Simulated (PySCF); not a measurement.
# Working out the ionisation energy of Sb

Sb [Kr] 4d10 5s2 5p3 (4S) → Sb⁺ [Kr] 4d10 5s2 5p2 (3P). Computed with PySCF 2.14 in aug-cc-pwCVDZ-PP with ECP28MDF (6s5p4d1f, 48 functions), with scalar relativity through the core potential. Frozen: 4s2 4p6 4d10. Energies in hartree (1 hartree = 27.21139 eV):

| part | Sb (lower) | Sb⁺ (upper) |
| --- | --- | --- |
| UHF | -239.273470 | -238.957691 |
| CCSD correlation | -0.064435 | -0.053801 |
| (T) | -0.001180 | -0.000770 |

Question: What does Hartree-Fock give?

Answer: (-238.957691) − (-239.273470) = 0.315779 hartree = 8.593 eV.

Question: What do CCSD and CCSD(T) give?

Answer: The CCSD correlation energies differ by 0.010634 hartree = 0.289 eV and the triples by 0.000410 hartree = 0.011 eV, so CCSD gives 8.882 eV and CCSD(T) 8.893 eV.

Measured between the centres of the two terms (NIST): 9.124 eV, so CCSD(T) (valence) is off by -0.231 eV.

A double-zeta basis recovers only part of the correlation energy.

What remains against the reference includes basis incompleteness, the frozen core and higher excitations.
